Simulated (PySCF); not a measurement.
Cl₂H₂Si, SMILES Cl[SiH2]Cl (connectivity only; charge and spin as stated), charge -1, multiplicity 2. Coordinates come from a PBE-D3(BJ)/def2-SVPD optimisation. The multiplicity is an assumed one; other spin states were not compared. The isomer is the one that the SMILES or the coordinates give; other isomers of the formula were not compared.

Computed with PySCF 2.14.0 with PBE-D3(BJ)/def2-SVPD.

Harmonic wavenumbers (cm⁻¹): 139, 192, 236, 305, 754, 811, 840, 2063, 2095. Rotational constants (GHz): 63.62, 1.307, 1.300; symmetry number 2.

Problem. Work out the zero-point energy and the ideal-gas rigid-rotor harmonic-oscillator thermochemistry at 298.15 K and 1 atm.

Solution. ZPE = ½ Σ hcν = ½ × 7435 cm⁻¹ = 44.47 kJ/mol. H − E(el) = 60.67 kJ/mol. Entropy in J/(mol K): translation 166.30, rotation 100.93, vibration 37.10, spin 5.76, total 310.10. G − E(el) = -31.79 kJ/mol. Cp = 71.67 J/(mol K). Modes under 150 cm⁻¹ make the vibrational entropy uncertain.
